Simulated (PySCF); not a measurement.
These are PBE0-D3(BJ)/def2-TZVP run with PySCF values and carry that method's errors. Gas-phase values, no solvent. One relaxed conformer stands for a flexible species; it need not be the lowest. Delta-SCF ions had no search for a lower state. Excitations are Tamm–Dancoff values on a coarser integration grid. The basis has no diffuse functions, so Rydberg states are missing or too high.

Reference species (SMILES): `B(O)(O)O` (neutral, multiplicity 1).

```
Quantity                                   Value
--------------------------------------  --------
S1–T1 gap (TDA)                          0.31 eV
HOMO–LUMO gap                            9.31 eV
vertical ionisation energy (Delta-SCF)  11.79 eV
HOMO                                    -9.18 eV
```

After one change: the S1–T1 gap (TDA) rises by 0.04 eV; the HOMO–LUMO gap decreases by 2.31 eV; the vertical ionisation energy (Delta-SCF) decreases by 2.11 eV; the HOMO goes up by 1.87 eV.

Task: Which change was made? The new species is one of these.
A) `OB(I)I` (H–O–B–I torsion 0°)
B) `IB(I)I`
C) `OB(O)I` (H–O–B–I torsion 180°, I–B–O–H torsion -180°)

Result: C, `OB(O)I` (H–O–B–I torsion 180°, I–B–O–H torsion -180°)
